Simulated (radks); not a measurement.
The numbers below are computed, except where a source is named.
Question: Species: the rubidium ion Rb12+. Configuration: [Ar] 3d7 (the NIST ground configuration). Level of theory: scalar-relativistic Kohn-Sham, LDA (Slater exchange, Perdew-Wang correlation), spin-polarised, spherical densities, finite nucleus; open shells are filled with parallel spins first (spin-orbit coupling, left out, can overturn this in heavy ions); Fermi nuclear charge, rms radius 4.2036 fm (a radial shooting solver on a logarithmic mesh with Libxc functionals). Some entries of the table are withheld. Estimate them.

orbital,occ.,eigenvalue (eV),<1/r> (bohr^-1)
1s up,1,-15318.43,37.83
1s down,1,-15318.34,37.83
2s up,1,-2313.894,8.427
2s down,1,-2309.437,8.437
2p up,3,-2088.151,8.240
2p down,3,-2084.718,8.249
3s up,1,(1),2.925
3s down,1,(2),2.914
3p up,3,-504.5494,2.796
3p down,3,-498.6974,2.783
3d up,5,(3),2.595
3d down,2,(4),2.582

Answer: 
(1) 3s up eigenvalue (eV): -577.6100
(2) 3s down eigenvalue (eV): -571.7620
(3) 3d up eigenvalue (eV): -385.7947
(4) 3d down eigenvalue (eV): -379.3657
